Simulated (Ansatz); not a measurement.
System: C₂H₉Si₂ (charge 0, doublet). It need not be the lowest isomer of its formula. 
Geometry from a B3LYP-D3(BJ)/def2-TZVP (Ansatz, a first-principles code) optimisation:
```
Si
H 1 1.4872
C 1 1.8806 2 109.51
H 3 1.0910 1 111.31 2 57.48
H 3 1.0920 4 107.98 1 -121.86
H 3 1.0923 4 108.12 5 -116.52
C 1 1.8843 2 108.79 3 -120.76
H 7 1.0909 1 111.27 2 -59.13
H 7 1.0916 8 108.03 1 121.90
H 7 1.0932 8 108.13 9 116.81
Si 1 2.3389 2 106.93 7 -121.08
H 11 1.4877 1 115.21 2 58.65
H 11 1.4890 12 108.52 1 -129.61
```
Charge 0, spin multiplicity 2.

Dipole moments at this geometry, in debye (magnitudes).

```tsv
level	program	dipole (D)
PBE0/def2-TZVPD	Ansatz	1.20
BHLYP/def2-TZVPD	Ansatz	1.12
HSE06/def2-TZVPD	Ansatz	1.20
LC-wPBE/def2-TZVPD	Ansatz	___
CCSD(T)/aug-cc-pV(D+d)Z	Ansatz	___
```

Q: Complete the blanks.

A: 
- LC-wPBE/def2-TZVPD, dipole (D): 1.16
- CCSD(T)/aug-cc-pV(D+d)Z, dipole (D): 1.14
